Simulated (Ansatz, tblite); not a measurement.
Cost and result up the ladder for NbSF₃ (5 atoms). Charge 0, multiplicity 1. Geometry: PBE-D4/def2-SVP.

```xyz
5

Nb   -0.041    0.002   -0.080
S     0.946   -0.050    1.832
F     0.843    1.254   -1.141
F    -1.815    0.498    0.210
F     0.067   -1.705   -0.821
```

Ansatz on 4 threads of Arm Neoverse V1 on a shared host; xTB runs through tblite on one thread. Times are rough, summed over both states, and most runs start from the orbitals of an earlier one. No level here is sound enough to serve as a yardstick. The other state is a triplet.

In the def2 sets Nb takes a core potential; there is no spin–orbit coupling. The xTB rows come from tblite.

xTB has no spin-polarisation term.

```tsv
level	functions	wall time	vertical triplet (eV)
GFN1-xTB	30	0.008 s	2.41
GFN2-xTB	30	0.01 s	2.87
PBE-D4/def2-TZVP	170	8.6 s	3.52
r2SCAN-D4/def2-TZVP	170	20 s	3.38
```
